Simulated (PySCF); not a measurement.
## Energy of I²⁺ (iodine, charge +2) between two integer charges

The 5p alpha orbital of [Kr] 4d10 5s2 5p3 is emptied in steps (occupation f), with all orbitals relaxed, ending at [Kr] 4d10 5s2 5p2. All numbers are calculated (PySCF 2.14, a scalar-relativistic core potential, in aug-cc-pVTZ-PP with ECP28MDF (6s5p4d2f, 55 functions)). The exact energy is a straight line in f; departures are measured from the line between the end points of the same method.

Task: Among UHF, LDA, PBE, PBE0, r2SCAN, LC-wPBE, BHandHLYP, wB97X, MN15, CAM-B3LYP, which shows the largest delocalisation error (convex curve), and which is closest to linear?

Result: Most convex: LDA (-1.243 eV at f = 0.5); closest to linear: UHF (0.110 eV).

| f | UHF (eV) | LDA (eV) | PBE (eV) | PBE0 (eV) | r2SCAN (eV) | LC-wPBE (eV) | BHandHLYP (eV) | wB97X (eV) | MN15 (eV) | CAM-B3LYP (eV) |
| --- | --- | --- | --- | --- | --- | --- | --- | --- | --- | --- |
| 1 | 0.000 | 0.000 | 0.000 | 0.000 | 0.000 | 0.000 | 0.000 | 0.000 | 0.000 | 0.000 |
| 0.75 | 0.083 | -0.931 | -0.903 | -0.657 | -0.851 | -0.131 | -0.430 | -0.191 | -0.530 | -0.417 |
| 0.5 | 0.110 | -1.243 | -1.202 | -0.872 | -1.120 | -0.170 | -0.574 | -0.258 | -0.697 | -0.556 |
| 0.25 | 0.081 | -0.932 | -0.899 | -0.651 | -0.829 | -0.124 | -0.430 | -0.196 | -0.513 | -0.416 |
| 0 | 0.000 | 0.000 | 0.000 | 0.000 | 0.000 | 0.000 | 0.000 | 0.000 | 0.000 | 0.000 |

```
   method  E(f=0) − E(f=1) (eV)  −ε at f=1 (eV)  −ε at f=0.5 (eV)
      UHF                29.856          30.307            29.850
      LDA                30.485          25.533            30.481
      PBE                30.281          25.464            30.291
     PBE0                30.399          26.888            30.415
   r2SCAN                30.571          25.991            30.633
  LC-wPBE                30.448          29.737            30.466
BHandHLYP                30.258          27.962            30.260
    wB97X                30.089          29.074            30.078
     MN15                30.402          27.546            30.446
CAM-B3LYP                30.341          28.116            30.344
```

Reference removal energy between the ground levels: 29.57 ± 0.025 eV (measured; NIST Atomic Spectra Database, ionization energies). The calculation has no spin-orbit coupling. UHF lacks correlation.
